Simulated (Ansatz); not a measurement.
WO3, SMILES [O]=[W](=[O])=[O], multiplicity 1. Atoms are numbered in the order given.

```xyz
4

W      0.0000     0.0000     0.0000
O      1.7292     0.0000     0.0000
O     -0.8646    -1.4975     0.0000
O     -0.8646     1.4975     0.0000
```

Geometry: PBE0-D3(BJ)/def2-TZVP. The spin state was assumed, not searched. The isomer is the one that the SMILES or the coordinates give; other isomers of the formula were not compared. The def2 effective core potentials stand for the cores of W; spin–orbit coupling is left out.

Two levels are set side by side: PBE-D3(BJ)/def2-TZVP (Ansatz, a quantum-chemistry and plane-wave program) and PBE0-D3(BJ)/def2-TZVP (Ansatz). Each level has its own optimised geometry; the coordinates shown are those of the second. Differences are taken from unrounded values.

```
quantity              PBE0-D3(BJ)  PBE-D3(BJ)  PBE-D3(BJ) minus PBE0-D3(BJ)
--------------------  -----------  ----------  ----------------------------
mean bond length (Å)        1.729       1.750                         0.021
bond W1–O2 (Å)              1.729       1.750                         0.021
bond W1–O3 (Å)              1.729       1.750                         0.021
bond W1–O4 (Å)              1.729       1.750                         0.021
```

Exact exchange shortens and stiffens bonds; PBE has none. Differences between two approximate levels are no errors against the true value.
